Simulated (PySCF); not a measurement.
In(Br)(Me)(OH) (CH4BrInO), SMILES [OH][In]([CH3])[Br]. Atoms are numbered in the order given.

```xyz
8

In    -0.5850     0.0352     0.3696
Br     1.5395    -0.1035    -0.9588
C     -0.9776    -1.1456     2.1114
H     -0.9602    -2.2084     1.8325
H     -1.9617    -0.8771     2.5181
H     -0.1935    -0.9543     2.8571
O     -1.8455     1.3767    -0.4047
H     -1.4715     1.7978    -1.1923
```
Charge 0, spin multiplicity 1.

Coordinates come from a r2SCAN-D4/def2-SVP optimisation. The structure was generated by enumeration; whether it is a known compound was not checked. The def2 effective core potentials stand for the cores of In; spin–orbit coupling is left out. One conformer was computed; it need not be the lowest.

Computed with r2SCAN-D4/def2-SVP in PySCF.

Frequencies are harmonic and unscaled.

| mode | ν (cm⁻¹) | IR (km/mol) | Raman (Å⁴/amu) | depolarisation | moving atoms (share of kinetic energy) |
|---|---|---|---|---|---|
| 1 | 8 | 0.1 | 0.0 | – | H 98 % |
| 2 | 83 | 2.0 | 3.7 | 0.71 | C 46 %, H 22 %, In 16 %, Br 13 % |
| 3 | 111 | 7.3 | 0.7 | 0.69 | O 34 %, In 28 %, C 19 %, H 15 % |
| 4 | 111 | 13.8 | 2.3 | 0.67 | O 58 %, In 14 %, H 13 % |
| 5 | 241 | 28.3 | 8.2 | 0.19 | Br 61 %, In 36 % |
| 6 | 335 | 104.5 | 0.4 | 0.75 | H 92 %, O 8 % |
| 7 | 507 | 12.6 | 35.9 | 0.17 | C 69 %, H 17 %, In 9 % |
| 8 | 606 | 74.5 | 11.0 | 0.24 | O 82 %, In 14 % |
| 9 | 717 | 21.3 | 0.2 | 0.75 | H 85 %, C 15 % |
| 10 | 730 | 16.7 | 0.5 | 0.65 | H 85 %, C 14 % |
| 11 | 796 | 129.8 | 2.8 | 0.75 | H 91 % |
| 12 | 1169 | 2.0 | 20.2 | 0.19 | H 83 %, C 17 % |
| 13 | 1425 | 2.0 | 8.5 | 0.75 | H 95 % |
| 14 | 1425 | 3.8 | 7.7 | 0.75 | H 95 % |
| 15 | 3059 | 2.1 | 153.7 | 0.00 | H 98 % |
| 16 | 3184 | 0.0 | 87.4 | 0.75 | H 90 %, C 10 % |
| 17 | 3193 | 0.0 | 109.9 | 0.73 | H 90 %, C 10 % |
| 18 | 3827 | 59.2 | 127.8 | 0.26 | H 94 % |
